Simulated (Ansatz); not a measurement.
`[F][Sn]([Cl])([Cl])[Br]` + HCl → `[Cl][Sn]([Cl])([Cl])[Br]` + H–F at 600 K and 1 bar (ligand exchange at the Sn–F bond).

Isolated molecules relaxed with PBE0-D4/def2-TZVP in Ansatz; ΔE leaves out vibrations. CCSD(T)/CBS is the MP2 limit (def2-TZVPP, def2-QZVPP) plus CCSD(T) − MP2 in def2-TZVPP, frozen cores. This one scheme is used for every species. def2 core potentials past Kr. For Br, Sn outer-core shells are correlated without core-valence functions, which leaves a few kJ/mol of doubt a bond. Scalar relativity is left out up to krypton.

| species | CCSD(T)/CBS energy (Eh) | H − E (kJ/mol) | S (J/(mol·K)) |
| --- | --- | --- | --- |
| `[F][Sn]([Cl])([Cl])[Br]` | -3806.86426 | 66.9 | 460.3 |
| HCl | -460.38127 | 35.4 | 207.2 |
| `[Cl][Sn]([Cl])([Cl])[Br]` | -4166.86464 | 66.3 | 463.2 |
| H–F | -100.39570 | 42.3 | 194.0 |

H − E and S are ideal-gas, rigid-rotor, harmonic terms from PBE0-D4/def2-TZVP. 1 Eh = 2625.50 kJ/mol, R = 8.31446 J/(mol·K).

By hand: ΔE, ΔH, ΔS and ΔG.

ΔE = (-4166.86464) + (-100.39570) − (-3806.86426) − (-460.38127) = -0.01481 Eh = -38.9 kJ/mol. Δ(H − E) = 66.3 + 42.3 − 66.9 − 35.4 = 6.3, so ΔH = -32.6 kJ/mol. ΔS = 463.2 + 194.0 − 460.3 − 207.2 = -10.3 J/(mol·K). ΔG = -32.6 − 600 × (-10.3)/1000 = -26.4 kJ/mol.

By hand: the equilibrium constant, and the temperature at which ΔG would vanish if ΔH and ΔS stayed fixed.

log₁₀ K = −ΔG/(RT ln 10) = 2.3. ΔG = 0 at ΔH/ΔS = 3165 K, far beyond where these terms or the molecules hold.

The number of gas molecules stays the same, so ΔS is small and ΔH decides. A doubt of 5 kJ/mol in ΔE shifts log₁₀ K by 0.4 here. These are equilibria of isolated gas molecules and say nothing of rates. Largest T1 diagnostic: 0.011 (customary marks: 0.02 for closed shells, 0.045 for open ones).
